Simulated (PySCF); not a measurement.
Breaking a bond: AlH, singlet.

UHF/cc-pVDZ (PySCF); RHF/cc-pVDZ (PySCF); UKS-PBE = unrestricted PBE/cc-pVDZ in PySCF; RKS-PBE = restricted PBE/cc-pVDZ (PySCF); UKS-TPSSh = unrestricted TPSSh/cc-pVDZ (PySCF 2.14.0); RKS-TPSSh = restricted TPSSh/cc-pVDZ in PySCF 2.14.0; UKS-wB97X-V = unrestricted wB97X-V/cc-pVDZ run with PySCF 2.14.0; RKS-wB97X-V = restricted wB97X-V/cc-pVDZ run with PySCF.

Scanned distances (Å): 1.24, 1.32, 1.41, 1.50, 1.56, 1.62, 1.66, 1.73, 1.78, 1.82, 1.92, 2.09, 2.27, 2.47, 2.76, 3.01, 3.32, 3.68, 4.06, 4.51, 4.94, 5.85, 6.70.

Problem. Where does the unrestricted solution first break spin symmetry (<S²> of 0.01 or more)?

Solution. UHF: already at 1.24 Å; UKS-PBE: between 3.01 and 3.32 Å; UKS-TPSSh: between 2.76 and 3.01 Å; UKS-wB97X-V: between 2.76 and 3.01 Å.

| R / Å | <S²> UHF | E(RHF) − E(UHF) / kJ/mol | <S²> UKS-PBE | E(RKS-PBE) − E(UKS-PBE) / kJ/mol | <S²> UKS-TPSSh | E(RKS-TPSSh) − E(UKS-TPSSh) / kJ/mol | <S²> UKS-wB97X-V | E(RKS-wB97X-V) − E(UKS-wB97X-V) / kJ/mol |
|---|---|---|---|---|---|---|---|---|
| 1.24 | 0.31 | 4.9 | 0.00 | 0.0 | 0.00 | 0.0 | 0.00 | 0.0 |
| 1.32 | 0.28 | 3.9 | 0.00 | 0.0 | 0.00 | 0.0 | 0.00 | 0.0 |
| 1.41 | 0.24 | 2.9 | 0.00 | 0.0 | 0.00 | 0.0 | 0.00 | 0.0 |
| 1.50 | 0.20 | 2.0 | 0.00 | 0.0 | 0.00 | 0.0 | 0.00 | 0.0 |
| 1.56 | 0.18 | 1.6 | 0.00 | 0.0 | 0.00 | 0.0 | 0.00 | 0.0 |
| 1.62 | 0.15 | 1.1 | 0.00 | 0.0 | 0.00 | 0.0 | 0.00 | 0.0 |
| 1.66 | 0.14 | 0.9 | 0.00 | 0.0 | 0.00 | 0.0 | 0.00 | 0.0 |
| 1.73 | 0.11 | 0.5 | 0.00 | 0.0 | 0.00 | 0.0 | 0.00 | 0.0 |
| 1.78 | 0.08 | 0.3 | 0.00 | 0.0 | 0.00 | 0.0 | 0.00 | 0.0 |
| 1.82 | 0.07 | 0.2 | 0.00 | 0.0 | 0.00 | 0.0 | 0.00 | 0.0 |
| 1.92 | 0.02 | 0.0 | 0.00 | 0.0 | 0.00 | 0.0 | 0.00 | 0.0 |
| 2.09 | 0.00 | 0.0 | 0.00 | 0.0 | 0.00 | 0.0 | 0.00 | 0.0 |
| 2.27 | 0.00 | 0.0 | 0.00 | 0.0 | 0.00 | 0.0 | 0.00 | 0.0 |
| 2.47 | 0.22 | 2.6 | 0.00 | 0.0 | 0.00 | 0.0 | 0.00 | 0.0 |
| 2.76 | 0.60 | 27.4 | 0.00 | 0.0 | 0.00 | 0.0 | 0.00 | 0.0 |
| 3.01 | 0.77 | 59.2 | 0.00 | 0.0 | 0.35 | 4.8 | 0.35 | 5.8 |
| 3.32 | 0.89 | 102.3 | 0.37 | 5.1 | 0.60 | 21.5 | 0.65 | 27.4 |
| 3.68 | 0.96 | 151.0 | 0.62 | 18.8 | 0.74 | 43.4 | 0.85 | 61.2 |
| 4.06 | 0.99 | 197.5 | 0.77 | 34.2 | 0.82 | 64.3 | 0.95 | 99.5 |
| 4.51 | 1.00 | 244.6 | 0.88 | 50.2 | 0.87 | 84.2 | 0.99 | 141.8 |
| 4.94 | 1.01 | 281.5 | 0.99 | 63.3 | 0.90 | 98.2 | 1.00 | 175.9 |
| 5.85 | 1.01 | 336.4 | 1.00 | — | 0.93 | 116.4 | 1.00 | 226.7 |
| 6.70 | 1.01 | 366.9 | 1.00 | — | 0.94 | 124.9 | 1.00 | 254.7 |

Dashes: no converged value, or the column stops at the first point that the program doubted or that broke a chosen test of continuity, which isn't proof of a fault.
